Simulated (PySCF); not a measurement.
C2H7Bi. Atoms are numbered in the order given.

```xyz
10

Bi    -0.0233     0.2934     0.0000
H      1.7853     0.4352     0.0000
C      0.0087    -1.2945     1.6655
H      0.2685    -0.8163     2.6202
H     -0.9930    -1.7415     1.7374
H      0.7482    -2.0671     1.4178
C      0.0087    -1.2945    -1.6655
H      0.2685    -0.8163    -2.6202
H      0.7482    -2.0671    -1.4178
H     -0.9930    -1.7415    -1.7374
```
Charge 0, spin multiplicity 1.

Geometry: B3LYP-D3(BJ)/def2-SVP. The def2 effective core potentials stand for the cores of Bi; spin–orbit coupling is left out.

These are PBE0/def2-TZVPD (PySCF) values and carry that method's errors.

The molecule is in vacuum.

Computed frontier levels, gap, dipole moment and polarisability:
The highest occupied level comes out as -6.88 eV and the lowest empty level is -0.32 eV. The orbital gap is 6.56 eV and the dipole moment is 0.73 D. The quadrupole, principal values (traceless, Buckingham form, about the centre of nuclear charge) comes out as -0.88, -0.02, 0.91 D·Å, the mean static polarisability is 80.9 bohr³ (11.98 Å³) and the polarisability, principal values comes out as 69.8, 82.9, 90.0 bohr³.
